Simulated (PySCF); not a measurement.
Isomers of [C7H11N2]+ (charge +1), from PBE0-D3(BJ)/def2-SVP geometry optimisation, gas phase (PySCF 2.14.0). One conformer each, no zero-point energy, no frequencies.

Problem. Which isomer lies lower at this level?
A. `[NH2:1][CH2:2][c:3]1[cH:4][cH:5][c:6]([NH3+:7])[cH:8][cH:9]1` (charge +1) with H–N1–C2–C3 83° and -156°, N1–C2–C3–C4 -161°: A = 4534, B = 935.9, C = 789.7 MHz, dipole 9.33 D
B. `[CH3:1][C:2](/[CH:3]=[CH:4]/[C:5]#[N:6])=[N+:7]([CH3:8])[CH3:9]` (charge +1) with C1–C2–C3–C4 -11°: A = 3671, B = 770.4, C = 645.8 MHz, dipole 7.96 D

Solution. A. That is `NCc1ccc([NH3+])cc1`, 38.5 kcal/mol below the other.

| SMILES | mapped SMILES | E (Eh) | relative (kcal/mol) | relative (kJ/mol) | dipole about centre of mass (D) |
| --- | --- | --- | --- | --- | --- |
| NCc1ccc([NH3+])cc1 | [NH2:1][CH2:2][c:3]1[cH:4][cH:5][c:6]([NH3+:7])[cH:8][cH:9]1 | -381.92058 | 0.0 | 0.0 | 9.33 |
| CC(/C=C/C#N)=[N+](C)C | [CH3:1][C:2](/[CH:3]=[CH:4]/[C:5]#[N:6])=[N+:7]([CH3:8])[CH3:9] | -381.85923 | 38.5 | 161.1 | 7.96 |

As drawn, the lower has an N–H bond, which the higher lacks.
